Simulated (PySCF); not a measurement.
Species: `C#C[C@@H](C)NC(=O)[SiH3]`. The columns A, B, C and D hold Mulliken, IAO, Hirshfeld and ESP-fitted charges (e) of one PBE0/pcSseg-1 density (PySCF), in a shuffled order. Coordinates in Å (GFN2-xTB); the density's dipole moment is (-0.51, 0.55, -3.18) D.

```json
{"atom": "C1", "x": "-2.537", "y": "1.995", "z": "-0.193", "A": "-0.241", "B": "-0.115", "C": "-0.357", "D": "-0.336"}
{"atom": "C2", "x": "-1.906", "y": "1.004", "z": "0.039", "A": "-0.037", "B": "-0.043", "C": "+0.268", "D": "-0.250"}
{"atom": "C3", "x": "-1.104", "y": "-0.186", "z": "0.266", "A": "-0.023", "B": "+0.042", "C": "-0.098", "D": "+0.720"}
{"atom": "C4", "x": "-1.653", "y": "-1.372", "z": "-0.534", "A": "-0.417", "B": "-0.115", "C": "-0.191", "D": "-0.707"}
{"atom": "N5", "x": "0.285", "y": "0.078", "z": "-0.081", "A": "-0.323", "B": "-0.096", "C": "-0.455", "D": "-0.630"}
{"atom": "C6", "x": "1.312", "y": "-0.109", "z": "0.776", "A": "+0.182", "B": "+0.082", "C": "+0.220", "D": "+0.444"}
{"atom": "O7", "x": "1.140", "y": "-0.518", "z": "1.913", "A": "-0.493", "B": "-0.283", "C": "-0.435", "D": "-0.513"}
{"atom": "Si8", "x": "3.082", "y": "0.256", "z": "0.131", "A": "+0.555", "B": "+0.316", "C": "+0.496", "D": "+0.272"}
{"atom": "H9", "x": "-3.108", "y": "2.858", "z": "-0.368", "A": "+0.203", "B": "+0.093", "C": "+0.047", "D": "+0.289"}
{"atom": "H10", "x": "-1.100", "y": "-0.426", "z": "1.338", "A": "+0.194", "B": "+0.056", "C": "+0.169", "D": "+0.036"}
{"atom": "H11", "x": "-1.655", "y": "-1.142", "z": "-1.598", "A": "+0.144", "B": "+0.041", "C": "+0.109", "D": "+0.189"}
{"atom": "H12", "x": "-2.673", "y": "-1.588", "z": "-0.224", "A": "+0.155", "B": "+0.050", "C": "+0.129", "D": "+0.185"}
{"atom": "H13", "x": "-1.036", "y": "-2.250", "z": "-0.360", "A": "+0.153", "B": "+0.047", "C": "+0.128", "D": "+0.178"}
{"atom": "H14", "x": "0.468", "y": "0.418", "z": "-1.012", "A": "+0.272", "B": "+0.129", "C": "+0.205", "D": "+0.328"}
{"atom": "H15", "x": "2.961", "y": "1.107", "z": "-1.059", "A": "-0.129", "B": "-0.079", "C": "-0.106", "D": "-0.094"}
{"atom": "H16", "x": "3.832", "y": "0.911", "z": "1.194", "A": "-0.094", "B": "-0.059", "C": "-0.061", "D": "-0.044"}
{"atom": "H17", "x": "3.687", "y": "-1.023", "z": "-0.239", "A": "-0.103", "B": "-0.067", "C": "-0.068", "D": "-0.066"}
```

Task: Which column most likely holds the ESP-fitted charges?

Result: D. Σ q r misses the density's dipole by 0.02 D (D), 0.99 D (B), 0.99 D (A), 3.38 D (C). Charges fitted to the outside potential are the only set here that is tied to the molecule's multipoles.

Task: And the Hirshfeld charges?

Result: B. The mean sizes are 0.101 e (B), 0.208 e (C), 0.219 e (A), 0.311 e (D), and Hirshfeld charges are commonly the smallest of these schemes.

As computed, A = IAO, B = Hirshfeld, C = Mulliken, D = ESP-fitted. Hydrogens on carbon: IAO +0.14 to +0.20, Hirshfeld +0.04 to +0.09, Mulliken +0.05 to +0.17, ESP-fitted +0.04 to +0.29 e.

The Mulliken scheme gives each basis function's population to the atom it is centred on and halves the overlap population of two atoms between them. The IAO scheme projects the occupied orbitals on a minimal set of polarised atomic orbitals and counts the electrons in each atom's part of it.

One conformer (not necessarily the lowest) at the GFN2-xTB geometry, without solvent, vibrations or thermal averaging.

The run behind these numbers computed NMR shieldings as well. Hardware: Arm Neoverse N1, one thread, shared host with 64 logical CPUs at a one-minute load of 62. Cost: 56 s wall, 0.89 GiB resident at most.

The values belong to the conformer `[CH:1]#[C:2][C@@H:3]([CH3:4])[NH:5][C:6](=[O:7])[SiH3:8]`: C2–C3–N5–C6 125°, C3–N5–C6–O7 0°.
